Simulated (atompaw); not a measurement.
**Reading a pseudo-wave (chlorine)**

Columns: radius, all-electron u(r) and pseudo u(r) of the 3s shell (level -20.95 eV) of chlorine in the configuration [Ne] 3s1.5 3p5.5; PBEsol, scalar-relativistic, PAW (atompaw) scheme, atompaw 4.2.0.5.

```
r (bohr)  all-electron  pseudo
   0.054        0.2323  0.0595
   0.108        0.0563  0.1188
   0.162       -0.1744  0.1775
   0.215       -0.3415  0.2344
   0.269       -0.4264  0.2914
   0.323       -0.4332  0.3472
   0.377       -0.3804  0.4014
   0.431       -0.2869  0.4539
   0.485       -0.1690  0.5045
   0.538       -0.0416  0.5519
   0.592        0.0906  0.5978
   0.646        0.2187  0.6411
   0.700        0.3385  0.6815
   0.754        0.4471  0.7188
   0.808        0.5434  0.7528
   0.862        0.6267  0.7834
   0.915        0.6959  0.8099
   0.969        0.7541  0.8333
   1.023        0.8004  0.8527
   1.077        0.8357  0.8682
   1.131        0.8610  0.8795
   1.185        0.8774  0.8868
   1.238        0.8858  0.8898
   1.292        0.8874  0.8886
   1.346        0.8831  0.8833
   1.400        0.8737  0.8737
```

Q: How many radial nodes do the two functions have?

A: The all-electron 3s function has n − l − 1 = 2; the pseudo-wave has 0, since the states of the same l below it are removed with the core.

Q: Where does each function peak?

A: Outermost all-electron maximum near 1.29 bohr, pseudo maximum near 1.24 bohr (to the table’s step).

Q: Is the pseudo-wave norm-conserving?

A: No, it belongs to a PAW set: the norm inside the radius is not constrained, and the difference is carried by the augmentation charge.
